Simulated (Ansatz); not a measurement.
**A barrier at the coupled-cluster level**

Start structure (ZnAsH5O, singlet), relaxed at PBE0-D4/def2-TZVP:

```xyz
8
angstrom
Zn -0.6490 -1.2878 -0.9015
H 0.0535 -2.2487 -1.8593
O -1.7720 -0.3381 0.1479
H 2.5301 1.0764 0.2841
As 1.0697 0.6639 0.2903
H -2.6933 -0.6009 0.1499
H 0.5312 2.0617 0.0943
H 0.9299 0.6735 1.7945
```

The step: ZnH₂O ([OH][ZnH]) + AsH₃ → ZnAsH₃O ([OH][Zn][AsH2]) + H₂; bonds formed: H2–H4; dative contacts that become bonds: Zn1–As5; bonds broken: Zn1–H2, H4–As5. Computed with Ansatz 0.2.0 (basis: def2-TZVPP and def2-QZVPP); correlated methods freeze the cores. The 3s and 3p shells of Cu and Zn are frozen; filled d shells are correlated. The def2 sets are not built for correlating such inner shells, so the correlated values are less sure here. Extrapolation: Hartree–Fock as exp(−7.88 √X), correlation as X^−2.97. Energies below are by CCSD(T) at an estimated basis limit (MP2 extrapolated from triple and quadruple zeta, plus CCSD(T) − MP2 in triple zeta).

Question: What are the electronic barrier and the energy of the step, from the start structure to the end structure? (Judge from chemistry; the value comes from the calculation.)

Answer: The calculation gives: Barrier 1.765 eV; step energy -0.380 eV (downhill); reverse barrier, their difference, 2.146 eV. Barrier and step energy count from the start structure, the reverse barrier from the end structure.

The saddle point: One imaginary mode of 1317i cm⁻¹.
```
   pair  start (Å)  saddle (Å)  end (Å)
Zn1–As5       2.86        2.53     2.36
  H2–H4       4.67        1.13     0.75
 Zn1–H2       1.53        1.77     2.79
 H4–As5       1.52        1.71     4.07
```

Zero-point energy (harmonic, PBE0-D4): ZPE is 1.166 eV at the start and 1.084 eV at the saddle, so the barrier goes from 1.765 to 1.683 eV.

T1 diagnostic: at most 0.016.

Labels in which every atom is bracketed show which atoms are joined, not bond orders.

For scale, one of the runs: CCSD(T)/def2-TZVPP, 213 basis functions, launched by `ansatz run in.yaml --threads 8 --pin off --events-out ev --progress --plain --max-ram 19148MiB`. The run took 66 s on 8 CPU threads of an Arm Neoverse V1 (shared host), with 3.1 GiB of host memory at its peak.
